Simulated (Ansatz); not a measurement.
This triplet is an excited state, 2.57 eV above the relaxed singlet at the level frozen-core CCSD(T)/cc-pVTZ // PBE0-D3(BJ)/def2-TZVP (Ansatz, a quantum-chemistry and plane-wave program).

A geometry relaxed with PBE0-D3(BJ)/def2-TZVP (Ansatz), charge 0, multiplicity 3:

```xyz
4

C     -1.9397    -0.1290     0.1877
F      1.9127    -0.5598    -0.0009
N     -0.7923     0.1098     0.0331
Si     0.8193     0.5789    -0.2198
```

Question: Write the SMILES of this molecule.

Answer: `[C-]#[N+][Si]F`
